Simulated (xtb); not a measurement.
Si(H)(OH)(SH)2 (H4OS2Si), SMILES O[SiH](S)S. All values are semi-empirical tight-binding results from xtb (GFN2-xTB unless named), good for trends rather than for accurate numbers. The structure is a stationary point at GFN2-xTB. The values are those of a single conformer.

- orbital gap = 4.85 eV
- zero-point energy = 25.0 kcal/mol
- G − E(el) at 298.15 K (modified RRHO) = 4.7 kcal/mol
- static polarisability (D4 model) = 76.1 bohr³
- solvation energy, GFN2-xTB/ALPB(water) = -4.6 kcal/mol
- solvation energy, GFN2-xTB/ALPB(benzene) = -5.3 kcal/mol
